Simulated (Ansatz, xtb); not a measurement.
**Two isomers of AlClFH2Si**

We compare a, `[F][Al]([SiH2])[Cl]`, a doublet, with b, `F[SiH2][Al][Cl]`, a doublet. Both are isolated molecules in the gas phase, relaxed with r2SCAN-D4/def2-SVP; the shapes shown needn't be the lowest conformers.

a (Å):

```xyz
6

Al    0.7364    0.0400   -0.5485
Cl    1.1934   -1.9627   -0.9600
F    -0.3480    0.8027   -1.5519
Si    1.7944    1.2300    1.1977
H     1.3294    2.5745    1.6390
H     2.6009    0.5266    2.2338
```

b (Å):

```xyz
6

Al    2.1373   -0.8836   -0.3013
Cl    0.9245   -1.8509   -1.7531
F    -0.2748    1.5843    0.3252
Si    1.2188    1.1479    0.8297
H     2.1423    2.3049    0.6026
H     1.1586    0.9087    2.3070
```

Question: Estimate which is lower in electronic energy at CCSD(T)/def2-SVP + ΔMP2/def2-TZVPP, and by roughly how much.

Answer: The CCSD(T)/def2-SVP + ΔMP2/def2-TZVPP calculation puts structure a lower, by 0.656 eV.

The same difference at several levels:

| level | geometry | E(b) − E(a) (eV) | departure from the last row (eV) | job, with rough time for the two |
| --- | --- | --- | --- | --- |
| r2SCAN-D4/def2-SVP | r2SCAN-D4/def2-SVP | +0.861 | +0.206 | optimisation, 63 s |
| HF/def2-SVP | r2SCAN-D4/def2-SVP | +0.767 | +0.111 | part of the CCSD(T) run |
| MP2/def2-SVP | r2SCAN-D4/def2-SVP | +0.888 | +0.232 | part of the CCSD(T) run |
| CCSD(T)/def2-SVP | r2SCAN-D4/def2-SVP | +0.862 | +0.206 | single point |
| CCSD(T)/def2-SVP + ΔMP2/def2-TZVPP | r2SCAN-D4/def2-SVP | +0.656 |  | single point, 23 s |

As drawn, b has 1 F–Si in place of 1 Al–F.

The levels shown agree on the order. The largest departure from CCSD(T)/def2-SVP + ΔMP2/def2-TZVPP is that of MP2/def2-SVP, 0.232 eV. Levels run at GFN2-xTB geometries aren't shown. The last row adds to CCSD(T) the change of the MP2 difference between the two basis sets, here −0.206 eV, a large step that makes the value less sure.

With harmonic frequencies from r2SCAN-D4/def2-SVP (ideal gas, rigid rotor, one conformer each, 298.15 K, 1 atm): on the last row, ΔE + ΔZPE = +0.702 eV. A mode under 50 cm⁻¹ makes harmonic enthalpies and free energies unreliable, so none is given.

Open shells are spin-unrestricted. The correlated steps freeze 16 core orbitals. Codes used: Ansatz 0.2.0; the last row on 1 thread of Intel(R) Xeon(R) 6975P-C (Granite Rapids) on a shared host.
